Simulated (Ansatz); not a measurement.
Reaction (redistribution): `N[SiH2][SiH](O)O` + `CS[SiH](N)F` → `N[SiH2]S[SiH](N)F` + `C[SiH](O)O`

Isolated molecules relaxed with PBE0-D4/def2-TZVP in Ansatz; ΔE leaves out vibrations. CCSD(T)/CBS is the MP2 limit (def2-TZVPP, def2-QZVPP) plus CCSD(T) − MP2 in def2-TZVPP, frozen cores. DFT in def2-TZVPP. Each species was taken in one conformer, which may not be the lowest.

`N[SiH2][SiH](O)O`:

Z-matrix (Å, degrees):
```
Si
Si 1 2.341
N 1 1.734 2 103.2
H 1 1.489 2 111.3 3 -114.3
H 1 1.496 2 112.6 3 125.8
O 2 1.649 1 109.4 3 57.9
O 2 1.653 1 103.2 3 -61.9
H 2 1.486 1 118.0 3 176.2
H 3 1.009 1 117.4 2 57.8
H 3 1.009 1 119.2 2 -165.1
H 6 0.960 2 115.5 1 -38.3
H 7 0.959 2 117.6 1 -179.4
```

`CS[SiH](N)F`:

Z-matrix (Å, degrees):
```
C
S 1 1.818
H 1 1.088 2 110.9
H 1 1.089 2 111.1 3 -122.7
H 1 1.089 2 106.5 3 118.9
Si 2 2.111 1 100.8 3 55.7
F 6 1.605 2 106.9 1 -36.8
N 6 1.689 2 106.3 1 -160.5
H 6 1.479 2 115.9 1 79.0
H 8 1.006 6 122.4 2 -152.2
H 8 1.006 6 122.8 2 44.0
```

`N[SiH2]S[SiH](N)F`:

```xyz
13

N    -1.756   -0.670   -0.684
Si   -0.445   -1.653   -0.209
S     0.681   -1.016    1.535
Si    0.826    1.031    1.062
N     1.107    1.210   -0.613
F    -0.527    1.841    1.330
H    -1.536    0.237   -1.066
H    -2.567   -0.615   -0.086
H     0.496   -1.760   -1.348
H    -0.952   -2.986    0.192
H     1.814    1.628    1.988
H     1.069    2.126   -1.033
H     1.790    0.626   -1.068
```

`C[SiH](O)O`:

```xyz
10

C    -0.698   -1.163   -0.020
Si    0.441    0.271    0.262
O     1.185    0.523   -1.186
O    -0.346    1.614    0.798
H    -1.412   -0.944   -0.819
H    -0.133   -2.050   -0.313
H    -1.259   -1.397    0.888
H     1.440    0.016    1.329
H     1.866    1.196   -1.217
H    -1.083    1.934    0.277
```

```
             level  ΔE (kJ/mol)
            PBE-D4       -142.6
           ωB97M-V       -161.8
            B2PLYP       -152.7
               PBE       -138.3
            r2SCAN       -157.6
              PBE0       -146.5
    MP2/def2-TZVPP       -167.5
SCS-MP2/def2-QZVPP       -160.0
```

What does CCSD(T)/CBS give? (Estimate.)

Computed: -156.8 kJ/mol. The listed levels differ from it by 14.2, -5.0, 4.1, 18.5, -0.8, 10.3, -10.7, -3.2 kJ/mol.

Largest T1 diagnostic among the species: 0.012.

From PBE to PBE0 (25 % exact exchange), in def2-TZVPP and without D4, ΔE moves by −8.2 kJ/mol. The D4 term adds −6.9 kJ/mol with B3LYP and −3.8 kJ/mol with PBE0; it sums over pairs of atoms, weighted by their polarisabilities, and B3LYP, whose exchange is more repulsive, gets the larger term.

CCSD(T)/CBS has its own doubt, a few kJ/mol and more with outer-core shells, so smaller differences from it don't rank the levels.

B3LYP here is the variant with VWN-RPA as its local correlation; programs differ in this.
